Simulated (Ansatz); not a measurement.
System: C3H7S, net charge 1, singlet state. It need not be the lowest isomer of its formula. SMILES: C1C[SH+]C1
Geometry from a B3LYP-D3(BJ)/def2-TZVP (Ansatz, a program for electronic structure) optimisation:
```xyz
11

C      0.0075     1.3709     0.1754
C     -1.1444     0.3535     0.2386
S     -0.0051    -1.0437    -0.2653
C      1.1464     0.3396     0.2488
H      0.0084     2.1070     0.9762
H      0.0149     1.8933    -0.7802
H     -1.9936     0.4647    -0.4283
H     -1.4784     0.1069     1.2447
H      2.0028     0.4405    -0.4105
H      1.4684     0.0890     1.2579
H      0.0023    -0.7855    -1.5923
```
Charge +1, spin multiplicity 1.

Parts of the frozen-core correlation energy in cc-pV(D+d)Z (Ansatz, hartree). Frozen orbitals: 8; correlated occupied orbitals by spin: 12 and 12; virtual: 80 and 80. No spin-orbit coupling. Non-relativistic.

```
term                            value
-------------------------  ----------
reference (HF)             -514.93984
MP2 opposite-spin            -0.42297
MP2 same-spin                -0.12831
CCSD correlation             -0.60636
(T)                          -0.02034
T1 diagnostic                   0.010
largest doubles amplitude       0.033
```
